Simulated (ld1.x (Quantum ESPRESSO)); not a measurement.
# Re (Z = 75), TM: configuration errors across variants

rhenium, norm-conserving Troullier–Martins (Kleinman–Bylander form), made with ld1.x (Quantum ESPRESSO) 7.5 (Wu–Cohen, scalar-relativistic). Core [Xe] 4f14, reference 5d4 6s0 6p0 (charge +3). Waves: 6p (bound, empty): rc 2.55 bohr; 5d (bound): rc 2.25 bohr; 6s (bound, empty): rc 1.85 bohr. Local part: the s channel. Core correction: a·sin(br)/r model core inside 1.45 bohr.

All-electron excitation energies from the reference (eV): (1) 5d5 6s2 6p0 -52.822; (2) 5d5 6s1 6p0 -43.513; (3) 5d5 6s0 6p0 -27.163; (4) 5d5.5 6s1.5 6p0 -52.429; (5) 5d5 6s1.5 6p0 -49.013; (6) 5d6 6s1 6p0 -51.857; (7) 5d3 6s0 6p0 39.392.

Errors AE − PS in meV (a dash: test not solved or not reliable):

| change | (1) | (2) | (3) | (4) | (5) | (6) | (7) | bound ghosts |
| --- | --- | --- | --- | --- | --- | --- | --- | --- |
| base | -8.2 | -78 | -119 | -96 | -44 | -212 | -200 | none |
| core correction none | +256 | +104 | -31 | +181 | +181 | +88 | -40 | none |
| core correction a·sin(br)/r model core inside 0.94 bohr | -8.7 | -79 | -121 | -97 | -45 | -214 | -205 | none |
| core correction a·sin(br)/r model core inside 1.58 bohr | -8.1 | -77 | -118 | -96 | -44 | -211 | -195 | none |
| core correction a·sin(br)/r model core inside 1.76 bohr | -10 | -77 | -113 | -96 | -45 | -208 | -183 | none |
| core correction a·sin(br)/r model core inside 2.08 bohr | -33 | -86 | -101 | -112 | -62 | -212 | -151 | none |

Task: Give the same row for: core correction a·sin(br)/r model core inside 1.18 bohr.

Result: -8.5, -79, -121, -97, -45, -214, -204; bound ghosts: none.
